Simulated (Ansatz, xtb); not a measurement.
# Isomers of C5H8F2O in order of energy

5 gas-phase structures of C5H8F2O, from a drawn sample of its isomers (lower ones may exist). Each was relaxed with GFN2-xTB; where two conformers were screened, the lower at r2SCAN-D4/def2-SVP//GFN2-xTB is listed:

A. `C[C@@H](F)C[C@H](F)C=O`, a singlet
B. `C[C@@H]1OC[C@@H](F)[C@H]1F`, a singlet
C. `C[C@@]1(F)C[C@@H](F)CO1`, a singlet
D. `F[C@@H]1CCC[C@H](F)O1`, a singlet
E. `F[C@@H]1CCO[C@H](F)C1`, a singlet

Make a reasoned guess at their ranking by r2SCAN-D4/def2-SVP//GFN2-xTB single-point energy.

Calculated order at r2SCAN-D4/def2-SVP//GFN2-xTB: D (0.0), C (23.4), E (28.8), A (77.0), B (92.3) kJ/mol.

Energies above the lowest of each column, in kJ/mol; the last columns are at r2SCAN-D4/def2-SVP geometries and were run for some of them only (a dash: not run or not comparable):

```csv
structure,GFN2-xTB,HF/STO-3G,r2SCAN-D4/def2-SVP//GFN2-xTB,r2SCAN-D4/def2-SVP,CCSD(T)/def2-SVP + ΔMP2/def2-TZVPP
D,0.0,0.0,0.0,0.0,0.0
C,9.6,10.9,23.4,20.9,12.0
E,21.4,24.3,28.8,28.1,24.4
A,122.2,179.5,77.0,75.1,–
B,62.4,51.1,92.3,–,–
```

Every level run on D puts it lowest or level with the lowest. Some further structures that were screened fall inside this span and aren't listed. Flexible structures stand in one conformer each, not always the lowest. Frequencies (GFN2-xTB) were run for C, D, E alone. ΔMP2 is the change of the MP2 energy from the smaller to the larger basis.

Over these structures GFN2-xTB departs from r2SCAN-D4/def2-SVP//GFN2-xTB by 19.0 kJ/mol on average once a common shift is removed. A GFN2-xTB relaxation took about 0.11 s and the r2SCAN-D4/def2-SVP//GFN2-xTB energy about 2.1 s on a shared host (Ansatz 0.2.0, xtb 6.7.1).
